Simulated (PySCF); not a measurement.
H7BSi2 (SMILES [SiH3]B[SiH3]), singlet, geometry from GFN2-xTB; CISD/cc-pVDZ (PySCF).

Input for PySCF:
```python
from pyscf import gto, scf, ci

mol = gto.Mole()
mol.atom = '''
    B    -0.53881916   -0.42376243   -0.39922151
    H    -1.29915208   -1.06948163   -1.02229106
    Si   -0.50989329    1.51893592   -0.68193225
    H     0.69813883    1.93285631   -1.41822402
    H    -0.49957545    2.29606250    0.56892354
    H    -1.63120384    2.07956562   -1.45491237
    Si    0.67340646   -1.38055700    0.81395148
    H     1.37715852   -0.55187919    1.80548217
    H     1.73826212   -2.06879737    0.06145749
    H     0.02128332   -2.43681887    1.60740271
'''
mol.basis = 'cc-pvdz'
mol.verbose = 4
mol.max_memory = 1800
mol.build()

mf = scf.RHF(mol)
mf.kernel()

myci = ci.CISD(mf, frozen=11)
myci.kernel()
print('E(CISD) = %.10f' % myci.e_tot)
```

The log (banner, timings and long lists left out):

```
PySCF version 2.14.0

[INPUT] verbose = 4
[INPUT] num. atoms = 10
[INPUT] num. electrons = 40
[INPUT] charge = 0
[INPUT] spin (= nelec alpha-beta = 2S) = 0
[INPUT] symmetry False subgroup None
[INPUT] Mole.unit = angstrom
[INPUT] Symbol           X                Y                Z      unit          X                Y                Z       unit  Magmom
[INPUT]  1 B     -0.538819160000  -0.423762430000  -0.399221510000 AA   -1.018220643068  -0.800794934580  -0.754419316935 Bohr   0.0
[INPUT]  2 H     -1.299152080000  -1.069481630000  -1.022291060000 AA   -2.455041625359  -2.021027375953  -1.931850122991 Bohr   0.0
[INPUT]  3 Si    -0.509893290000   1.518935920000  -0.681932250000 AA   -0.963558670853   2.870372889564  -1.288665188008 Bohr   0.0
[INPUT]  4 H      0.698138830000   1.932856310000  -1.418224020000 AA    1.319291185624   3.652569064037  -2.680054981080 Bohr   0.0
[INPUT]  5 H     -0.499575450000   2.296062500000   0.568923540000 AA   -0.944060779056   4.338929289884   1.075109676418 Bohr   0.0
[INPUT]  6 H     -1.631203840000   2.079565620000  -1.454912370000 AA   -3.082528510939   3.929809479861  -2.749385914542 Bohr   0.0
[INPUT]  7 Si     0.673406460000  -1.380557000000   0.813951480000 AA    1.272553779913  -2.608874629351   1.538145375884 Bohr   0.0
[INPUT]  8 H      1.377158520000  -0.551879190000   1.805482170000 AA    2.602452432911  -1.042900522947   3.411866824085 Bohr   0.0
[INPUT]  9 H      1.738262120000  -2.068797370000   0.061457490000 AA    3.284839339506  -3.909460436520   0.116137824403 Bohr   0.0
[INPUT] 10 H      0.021283320000  -2.436818870000   1.607402710000 AA    0.040219645821  -4.604920279472   3.037550893784 Bohr   0.0

nuclear repulsion = 124.89108300709
number of shells = 36
number of NR pGTOs = 157
number of NR cGTOs = 85
basis = cc-pvdz
ecp = {}

******** <class 'pyscf.scf.hf.RHF'> ********
method = RHF
initial guess = minao
damping factor = 0
level_shift factor = 0
DIIS = <class 'pyscf.scf.diis.CDIIS'>
diis_start_cycle = 1
diis_space = 8
diis_damp = 0
SCF conv_tol = 1e-09
SCF conv_tol_grad = None
SCF max_cycles = 50
direct_scf = True
direct_scf_tol = 1e-13
Set gradient conv threshold to 3.16228e-05
Initial guess from minao.
init E= -606.371755800757
  HOMO = -0.264244149523821  LUMO = -0.060397137732636  gap/eV = 5.54696
cycle= 1 E= -606.514167882286  delta_E= -0.142  |g|= 0.285  |ddm|= 2.23
  HOMO = -0.429257393976056  LUMO = -0.0175701355864746  gap/eV = 11.20258
cycle= 2 E= -606.559269002362  delta_E= -0.0451  |g|= 0.0853  |ddm|= 0.461
  HOMO = -0.394757463362006  LUMO = 0.0308281548875051  gap/eV = 11.58077
cycle= 3 E= -606.563855338286  delta_E= -0.00459  |g|= 0.0258  |ddm|= 0.139
  HOMO = -0.408298181758749  LUMO = 0.0214885816825165  gap/eV = 11.69509
cycle= 4 E= -606.564333782036  delta_E= -0.000478  |g|= 0.00417  |ddm|= 0.0591
  HOMO = -0.408951351761307  LUMO = 0.0215592474031179  gap/eV = 11.71479
cycle= 5 E= -606.564352154054  delta_E= -1.84e-05  |g|= 0.000967  |ddm|= 0.0127
  HOMO = -0.408943167401717  LUMO = 0.0216421153842936  gap/eV = 11.71682
cycle= 6 E= -606.564353191488  delta_E= -1.04e-06  |g|= 0.000184  |ddm|= 0.00315
  HOMO = -0.408951104016102  LUMO = 0.0216703963921394  gap/eV = 11.71781
cycle= 7 E= -606.564353225758  delta_E= -3.43e-08  |g|= 3.05e-05  |ddm|= 0.000579
  HOMO = -0.40894749114092  LUMO = 0.0216701931605665  gap/eV = 11.71770
cycle= 8 E= -606.564353226547  delta_E= -7.89e-10  |g|= 5.88e-06  |ddm|= 8.66e-05
  HOMO = -0.408947112289738  LUMO = 0.0216709032584812  gap/eV = 11.71771
Extra cycle  E= -606.564353226577  delta_E= -3.04e-11  |g|= 2.42e-06  |ddm|= 1.4e-05
converged SCF energy = -606.564353226577

******** <class 'pyscf.ci.cisd.RCISD'> ********
CISD nocc = 9, nmo = 74
frozen orbitals 11
max_cycle = 50
direct = 0
conv_tol = 1e-09
max_cycle = 50
max_space = 12
lindep = 0
nroots = 1
Init t2, MP2 energy = -0.28962251134262
RCISD converged
E(RCISD) = -606.8757382759421  E_corr = -0.3113850493649344
E(CISD) = -606.8757382759
```
